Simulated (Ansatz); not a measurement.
Species: H₆B₂N₂, SMILES `NBBN` (N–B–B–N torsion 73°) (charge 0, multiplicity 1), formula H6B2N2.

Task: How many basis functions does frozen-core CCSD(T)/cc-pVTZ // r2SCAN-D4/def2-TZVP run with Ansatz (a program for electronic structure) use, how many core orbitals are frozen, and how many electrons are correlated?

Result: 204 basis functions and 4 frozen orbitals, which leaves 22 correlated electrons. Core time is of the order of minutes.
